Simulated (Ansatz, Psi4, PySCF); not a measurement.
C₃H₁₀BFOSi, singlet, at a GFN2-xTB geometry, atoms displaced at random by about 0.03 Å a coordinate. Base run: HF/STO-3G, gradient run with PySCF.

Here is a job for PySCF.
```python
from pyscf import gto, scf

mol = gto.M(
    atom='''
B     1.46455756   -0.30585833    1.59508252
F     0.94115646    0.52596483    2.51347976
H     2.33038559   -0.85173656    1.97049960
O     0.82138758   -0.44271725    0.46659507
Si   -0.35158975   -0.07962988   -0.59747627
C    -1.37982943    1.42804641    0.09725878
C     0.55878527    0.46805042   -2.19251263
C    -1.33613470   -1.63896373   -0.76888412
H    -2.20259959    1.66029238   -0.59684116
H    -0.82324762    2.27397501    0.18829793
H    -1.88766839    1.03592429    1.04271555
H     1.18409195    1.39435939   -2.05946478
H    -0.17955077    0.68913859   -3.02079444
H     1.19068514   -0.29414436   -2.56524954
H    -1.84891595   -1.96614188    0.16173386
H    -0.71842313   -2.45739260   -1.12869538
H    -2.14269450   -1.54165152   -1.53517988
''',
    basis='sto-3g',
    verbose=4,
)

mf = scf.RHF(mol)
mf.kernel()
g = mf.nuc_grad_method()
grad = g.kernel()
```

Programs used: Ansatz (an electronic-structure program), Psi4, PySCF; a row that names a program was run with it.

The coordinate followed is x of atom 3.

Each row names what was changed in the base input (with any setting that the change needs).

```
change                                                  dE/dx (Eh/bohr)  net force (Eh/bohr)
------------------------------------------------------  ---------------  -------------------
base                                                          -0.055492             0.000000
finite difference step (bohr) = 0.2; conv_tol = 1e-11               ___                    -
finite difference step (bohr) = 0.01; conv_tol = 1e-11        -0.055498                    -
finite difference step (bohr) = 1e-3; conv_tol = 1e-11        -0.055492                    -
code = ansatz                                                 -0.055492             0.000000
finite difference step (bohr) = 1e-5; conv_tol = 1e-11        -0.055492                    -
conv_tol = 1e-6                                               -0.055493             0.000000
finite difference step (bohr) = 1e-4; conv_tol = 1e-11        -0.055491                    -
density fitting = on; auxbasis_response = off                 -0.055540             0.001350
code = psi4                                                   -0.055499             0.000000
finite difference step (bohr) = 0.05; conv_tol = 1e-11        -0.055651                    -
conv_tol = 1e-11                                              -0.055491             0.000000
```

### Question
Some entries are withheld; supply them.

### Answer

- finite difference step (bohr) = 0.2; conv_tol = 1e-11, dE/dx (Eh/bohr): -0.058031

The net force is zero for an exact gradient.
